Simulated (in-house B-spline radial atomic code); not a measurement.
As IV (As3+): [Ar] 3d10 4s2

Computed with a radial B-spline atomic code at the basis-set limit: non-relativistic PBEsol, spin-polarised, spherical fractional occupations, point nucleus.

Z_r = [3n² - l(l+1)]/(2<r>); Z_e = n√(-2ε); the last column is Slater's effective charge. Values are occupation-weighted means over spin.

```json
{"shell": "1s", "electrons": "2", "ε (eV)": "-11566", "<r> (bohr)": "0.0464", "Z_r": "32.33", "Z_e": "29.16", "Slater": "32.70"}
{"shell": "2s", "electrons": "2", "ε (eV)": "-1480.4", "<r> (bohr)": "0.2068", "Z_r": "29.01", "Z_e": "20.86", "Slater": "28.85"}
{"shell": "2p", "electrons": "6", "ε (eV)": "-1327.9", "<r> (bohr)": "0.1789", "Z_r": "27.95", "Z_e": "19.76", "Slater": "28.85"}
{"shell": "3s", "electrons": "2", "ε (eV)": "-217.88", "<r> (bohr)": "0.6094", "Z_r": "22.15", "Z_e": "12.01", "Slater": "21.75"}
{"shell": "3p", "electrons": "6", "ε (eV)": "-166.4", "<r> (bohr)": "0.6216", "Z_r": "20.11", "Z_e": "10.49", "Slater": "21.75"}
{"shell": "3d", "electrons": "10", "ε (eV)": "-75.926", "<r> (bohr)": "0.6694", "Z_r": "15.69", "Z_e": "7.09", "Slater": "11.85"}
{"shell": "4s", "electrons": "2", "ε (eV)": "-43.782", "<r> (bohr)": "1.766", "Z_r": "13.59", "Z_e": "7.18", "Slater": "7.35"}
```

The least bound orbital is 4s at -43.78 eV, and it is also the most diffuse (<r> = 1.766 bohr).
